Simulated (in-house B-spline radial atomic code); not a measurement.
# PBE0 excitations of Ne VII (Ne6+)

Method: PBE0. Computed with an all-electron radial atomic-structure program (B-spline basis): linear response of the closed shell [He] 2s2 with the functional's adiabatic kernel; scalar-relativistic (spin-free one-electron X2C), finite nucleus, no spin-orbit coupling, no double excitations, S, P, D and F terms only.

Command:
```bash
python run_td.py task.json out
```
Settings (radii: box in bohr, nucleus in fm):
```
Z                        10
electrons                4
configuration            [He] 2s2
hamiltonian              x2c
method                   pbe0
box_radius               14.35
rms_radius               3.0055
intervals                72
```

Cost of the run: 0.3 s on 1 thread of Arm Neoverse N1 (shared host).

The lowest states, in the order of their Tamm-Dancoff energies; the method's threshold (minus the highest occupied level) is 195.66 eV. Labels give the largest channel, * marks a mixed state, and oscillator strengths are full-response dipole values. Semilocal kernels can invert the small singlet-triplet splittings of Rydberg terms. Energies in eV:

| state | full response | Tamm-Dancoff | oscillator strength |
| --- | --- | --- | --- |
| 2s → 2p 3P | 10.621 | 12.247 | - |
| 2s → 2p 1P | 24.692 | 25.875 | 0.377 |
| 2s → 3s 3S | 118.67 | 118.68 | - |
| 2s → 3s 1S | ? | ? | - |
| 2s → 3p 3P | 124.04 | 124.05 | - |
| 2s → 3p 1P | 124.86 | 124.86 | 0.492 |
| 2s → 3d 3D | 126.90 | 126.94 | - |
| 2s → 3d 1D | 129.02 | 129.02 | - |
| 2s → 4s 3S | ? | ? | - |
| 2s → 4s 1S | 156.68 | 156.68 | - |
| 2s → 4p 3P | 158.01 | 158.01 | - |
| 2s → 4p 1P | 158.24 | 158.24 | 0.132 |
| 2s → 4d 3D | 159.29 | 159.30 | - |
| 2s → 4d 1D | 159.97 | 159.97 | - |
| 2s → 4f 3F | 160.75 | 160.75 | - |
| 2s → 4f 1F | 160.82 | 160.82 | - |
| 2s → 5s 3S | 171.22 | 171.22 | - |
| 2s → 5s 1S | 171.56 | 171.56 | - |

(1) Where does 2s → 4s 3S lie?

(2) Where does 2s → 3s 1S lie?

(3) How large is the singlet-triplet splitting of 2s → 2p (P terms) in Tamm-Dancoff?

(4) What polarisabilities and dispersion coefficient does the method give?

Answers

(1) At 155.91 eV in full response, 155.91 eV in Tamm-Dancoff.

(2) At 121.36 eV in full response, 121.39 eV in Tamm-Dancoff.

(3) 13.6 eV, from the unrounded values.

(4) Dipole 0.4958 bohr³, quadrupole 0.09535 bohr⁵, C6 0.1895 hartree·bohr⁶ for two such species.
